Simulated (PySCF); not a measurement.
**Relaxation of doublet SbCl₄**

Computed with UPBE0/[Sb def2-SVP with ECP28, Cl def2-SVP], scalar-relativistic core potentials, density fitting, no spin–orbit coupling, PySCF. A (50,194) grid was used.

A hand-made see-saw start, of C2v symmetry, held to at least that symmetry:

Coordinates in bohr (charge 0 multiplicity 2):
```
Sb    0.0000    0.0000   -0.8513
Cl    0.0000    4.4992   -0.4576
Cl    0.0000   -4.4992   -0.4576
Cl    3.5589    0.0000    1.9293
Cl   -3.5589    0.0000    1.9293
```

Q: What forces act on the atoms at the start (eV/Å)?

A: 
```json
{"atom": "Sb1", "Fx": "0.00", "Fy": "0.00", "Fz": "2.01"}
{"atom": "Cl2", "Fx": "0.00", "Fy": "0.61", "Fz": "-0.62"}
{"atom": "Cl3", "Fx": "0.00", "Fy": "-0.61", "Fz": "-0.62"}
{"atom": "Cl4", "Fx": "-0.26", "Fy": "0.00", "Fz": "-0.38"}
{"atom": "Cl5", "Fx": "0.26", "Fy": "0.00", "Fz": "-0.38"}
```

Q: What does it relax to?

A: It ends at C2v with Sb–Cl 2.350 Å (×2), Sb–Cl 2.439 Å (×2); Cl–Sb–Cl 100.3°, Cl–Sb–Cl 102.0° (×4), Cl–Sb–Cl 142.1° (after a last refinement on a finer grid). A frequency run shows a minimum. Other isomers or separated fragments may lie lower.

Q: How much energy is released, and in how many steps?

A: 56.0 kJ/mol in 10 steps.

Spin–orbit coupling, left out here, can matter for elements this heavy.

The relaxation took of the order of 2.2 core-minutes on a shared host.
